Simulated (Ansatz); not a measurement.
`F[SiH]([SiH3])Cl` and `[AlH2][SiH]([SiH3])Cl` differ in one atom or group.

Ansatz, PBE0-D4/def2-TZVP geometries, multiplicity 1. 

```json
{"property": "ideal-gas entropy at 298 K and 1 bar (rigid rotor, harmonic PBE0-D4/def2-TZVP) / J/(mol·K)", "`F[SiH]([SiH3])Cl`": "344"}
{"property": "LUMO energy (B3LYP/def2-TZVPP) / eV", "`F[SiH]([SiH3])Cl`": "-0.76"}
{"property": "HOMO energy (ωB97M-V/def2-TZVPP) / eV", "`F[SiH]([SiH3])Cl`": "-10.45"}
{"property": "HOMO energy (PBE0/def2-TZVPP) / eV", "`F[SiH]([SiH3])Cl`": "-8.40"}
{"property": "HOMO energy (B3LYP/def2-TZVPP) / eV", "`F[SiH]([SiH3])Cl`": "-8.20"}
{"property": "HOMO–LUMO gap (ωB97M-V/def2-TZVPP) / eV", "`F[SiH]([SiH3])Cl`": "11.68"}
```

Q: Give the same properties after the change, and the shifts. (An estimate is asked.)

A: Ansatz gave: 
```csv
property,`[AlH2][SiH]([SiH3])Cl`,shift
"ideal-gas entropy at 298 K and 1 bar (rigid rotor, harmonic PBE0-D4/def2-TZVP) / J/(mol·K)",393,49
LUMO energy (B3LYP/def2-TZVPP) / eV,-2.54,-1.78
HOMO energy (ωB97M-V/def2-TZVPP) / eV,-9.27,1.18
HOMO energy (PBE0/def2-TZVPP) / eV,-7.34,1.06
HOMO energy (B3LYP/def2-TZVPP) / eV,-7.15,1.05
HOMO–LUMO gap (ωB97M-V/def2-TZVPP) / eV,8.53,-3.15
```

With PBE0 the HOMO rises by 1.06 eV and the LUMO falls by 1.77 eV, so the gap narrows by about 2.83 eV. PBE moves the HOMO by 0.88 eV and ωB97M-V by 1.18 eV. The zero-point energy changes by 27.1 kJ/mol with +6 modes.

B3LYP here is the variant with VWN-RPA as its local correlation; programs differ in this.
